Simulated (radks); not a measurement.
Values are calculated unless marked as measured or tabulated.
All-electron atom: the ruthenium ion Ru3+ in [Kr] 4d4.5 5s0.5 (fractional occupations, a model configuration). Code: a radial shooting solver on a logarithmic mesh with Libxc functionals. Model: scalar-relativistic Kohn-Sham, PBE, spin-unpolarised, spherical densities, finite nucleus; Fermi nuclear charge, rms radius 4.4809 fm.

X-ray form factor f0, the Fourier transform of the density (f0(0) = 41):

| sin(theta)/lambda (1/angstrom) | f0 (electrons) |
|---|---|
| 0.05 | 40.491 |
| 0.1 | 39.075 |
| 0.15 | 37.030 |
| 0.2 | 34.669 |
| 0.25 | 32.246 |
| 0.3 | 29.926 |
| 0.4 | 25.906 |
| 0.5 | 22.801 |
| 0.6 | 20.432 |
| 0.8 | 16.882 |
| 1 | 13.939 |
| 1.25 | 10.814 |
| 1.5 | 8.514 |
| 2 | 6.095 |
